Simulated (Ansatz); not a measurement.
C2H6In, SMILES [CH3][In+][CH3], charge +1. Atoms are numbered in the order given.

```xyz
9

In    -0.0018    -0.0043     0.0129
C      1.6384     0.2518    -1.3232
H      2.3235    -0.5991    -1.1965
H      2.1438     1.1960    -1.0731
H      1.2461     0.2831    -2.3501
C     -1.6418    -0.2602     1.3492
H     -2.1726    -1.1828     1.0725
H     -2.3053     0.6116     1.2531
H     -1.2456    -0.3339     2.3725
```
Charge +1, spin multiplicity 1.

Coordinates come from a B3LYP-D3(BJ)/def2-SVP optimisation. The spin state was assumed, not searched. The isomer is the one that the SMILES or the coordinates give; other isomers of the formula were not compared. The def2 effective core potentials stand for the cores of In; spin–orbit coupling is left out.

Two levels are set side by side: PBE-D3(BJ)/def2-SVP (Ansatz, a quantum-chemistry and plane-wave program) and B3LYP-D3(BJ)/def2-SVP (Ansatz). Each level has its own optimised geometry; the coordinates shown are those of the second. Differences are taken from unrounded values.

```tsv
quantity	B3LYP-D3(BJ)
mean bond length (Å)	1.358
bond In1–C2 (Å)	2.131
bond In1–C6 (Å)	2.131
bond C2–H3 (Å)	1.100
bond C2–H4 (Å)	1.100
bond C2–H5 (Å)	1.100
bond C6–H7 (Å)	1.100
bond C6–H8 (Å)	1.100
bond C6–H9 (Å)	1.100
```

Task: What does PBE-D3(BJ) give, and how far is it from B3LYP-D3(BJ)? (The exact figures need the calculation; the answer reports its results.)

Result: 
| quantity | PBE-D3(BJ) | PBE-D3(BJ) minus B3LYP-D3(BJ) |
|---|---|---|
| mean bond length (Å) | 1.362 | 0.004 |
| bond In1–C2 (Å) | 2.125 | -0.006 |
| bond In1–C6 (Å) | 2.125 | -0.006 |
| bond C2–H3 (Å) | 1.108 | 0.008 |
| bond C2–H4 (Å) | 1.108 | 0.008 |
| bond C2–H5 (Å) | 1.108 | 0.008 |
| bond C6–H7 (Å) | 1.108 | 0.008 |
| bond C6–H8 (Å) | 1.108 | 0.008 |
| bond C6–H9 (Å) | 1.108 | 0.008 |

GGA bonds tend to be longer and softer than those of functionals with exact exchange. Differences between two approximate levels are no errors against the true value.
